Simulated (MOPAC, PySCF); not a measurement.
C$_{2}$H$_{4}$N$_{2}$, SMILES `NC#CN`, neutral singlet in the gas phase. 

Cartesian coordinates (Å):
```xyz
8

N      1.8185    -0.3681     0.6032
C      0.5740    -0.1174     0.1611
C     -0.5543     0.0443    -0.2463
N     -1.7809     0.2244    -0.7660
H      2.5751    -0.0787    -0.0005
H      2.0007    -0.1632     1.5753
H     -2.4112    -0.5630    -0.7095
H     -2.2367     1.0996    -0.5512
```
Charge 0, multiplicity 1.

All levels are single points at this geometry (r2SCAN-D4/def2-TZVP); Pople sets use spherical d functions. Orbital energies aren't observables, and empty levels follow the basis.

B3LYP/6-31G* in PySCF gives dipole (D) = 1.48.

### Question
Estimate the dipole (D) from each of these levels: r2SCAN-D4/def2-TZVP in PySCF; B3LYP/3-21G in PySCF; B3LYP/6-311+G** in PySCF; BP86/6-31G* in PySCF; M06-2X/6-31G* in PySCF; PBE/6-31G* in PySCF; HF/3-21G in PySCF; HF/STO-3G in PySCF; AM1 in MOPAC; PM3 in MOPAC; PM6 in MOPAC; PM7 in MOPAC.

### Answer

```csv
level,dipole (D)
r2SCAN-D4/def2-TZVP in PySCF,1.30
B3LYP/3-21G in PySCF,1.69
B3LYP/6-311+G** in PySCF,1.36
BP86/6-31G* in PySCF,1.46
M06-2X/6-31G* in PySCF,1.52
PBE/6-31G* in PySCF,1.45
HF/3-21G in PySCF,1.85
HF/STO-3G in PySCF,1.56
AM1 in MOPAC,1.77
PM3 in MOPAC,1.38
PM6 in MOPAC,1.91
PM7 in MOPAC,2.01
```
